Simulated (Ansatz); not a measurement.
Reactions of `[BH2][AlH][O][SiH2]C`.

Isolated molecules relaxed with PBE0-D4/def2-TZVP in Ansatz; ΔE leaves out vibrations. CBS: MP2 limit from def2 TZ/QZ plus the TZ coupled-cluster correction, frozen cores. This one scheme is used for every species. Functionals use def2-TZVPP. def2 core potentials past Kr. For Br, Mo outer-core shells are correlated without core-valence functions, which leaves a few kJ/mol of doubt a bond. Scalar relativity is left out up to krypton. Each species was taken in one conformer, which may not be the lowest.

```csv
reaction,ωB97X-V (kJ/mol),CCSD(T)/CBS(def2) (kJ/mol)
`[BH2][AlH][O][SiH2]C` + `[OH][Mo]([OH])([F])([F])([F])[F]` → `C[O][Mo]([OH])([F])([F])([F])[F]` + `[BH2][AlH][O][SiH3]`,62,60
`[BH2][AlH][O][SiH2]C` + `CN[SiH3]` → `C[SiH2]N(C)[SiH3]` + `[BH2][AlH][OH]`,57,54
`[BH2][AlH][O][SiH2]C` + HBr → `C[SiH2]Br` + `[BH2][AlH][OH]`,14,13
`[BH2][AlH][O][SiH2]C` + HCl → `C[SiH2]Cl` + `[BH2][AlH][OH]`,11,13
`[BH2][AlH][O][SiH2]C` + `BC(O)[SiH3]` → `BC([SiH3])OC` + `[BH2][AlH][O][SiH3]`,86,91
`[BH2][AlH][O][SiH2]C` + `F[SiH2]Cl` → `C[SiH2][SiH](F)Cl` + `[BH2][AlH][OH]`,115,119
```

Largest T1 diagnostic: 0.025, for `[OH][Mo]([OH])([F])([F])([F])[F]`.
